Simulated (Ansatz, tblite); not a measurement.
Cost and result up the ladder for Ge(NCO)4 (GeC₄N₄O₄) (13 atoms). The state is a singlet with charge 0. Geometry: PBE-D4/def2-SVP.

| atom | x (Å) | y (Å) | z (Å) |
| --- | --- | --- | --- |
| Ge1 | 0.101 | 0.045 | 0.038 |
| N2 | -0.873 | 1.199 | -0.962 |
| C3 | -1.035 | 1.586 | -2.109 |
| O4 | -1.258 | 2.014 | -3.182 |
| N5 | 1.853 | 0.282 | -0.330 |
| C6 | 2.929 | -0.297 | -0.307 |
| O7 | 4.004 | -0.776 | -0.320 |
| N8 | -0.332 | -1.675 | -0.333 |
| C9 | -1.200 | -2.512 | -0.132 |
| O10 | -1.986 | -3.376 | 0.011 |
| N11 | -0.227 | 0.380 | 1.785 |
| C12 | -0.748 | 1.198 | 2.528 |
| O13 | -1.227 | 1.931 | 3.314 |

Ansatz on 4 threads of Arm Neoverse V1 on a shared host; xTB runs through tblite on one thread. Times are rough, summed over both states, and most runs start from the orbitals of an earlier one. PBE0-D4/def2-TZVP serves as the yardstick here, not as an exact answer. The other state is a doublet.

The xTB rows come from tblite. HOMO above LUMO, or a gap near zero within one spin, warns that the state may not be the lowest or that an electron is smeared out.

Raw xTB energies of ions are shifted by several eV.

| level | functions | wall time | vertical IE (eV) | difference from PBE0-D4/def2-TZVP (eV) | remarks |
| --- | --- | --- | --- | --- | --- |
| GFN1-xTB | 57 | 0.026 s | 16.02 | 5.16 | – |
| GFN2-xTB | 57 | 0.027 s | 15.34 | 4.48 | – |
| PBE-D4/def2-TZVP | 420 | 25 s | 10.11 | -0.74 | gap within one spin near zero (+1 doublet) |
| PBE0-D4/def2-TZVP | 420 | 70 s | 10.86 | 0.00 | – |
| r2SCANh-D4/def2-TZVP (with forces) | 420 | 83 s | 10.63 | -0.22 | – |
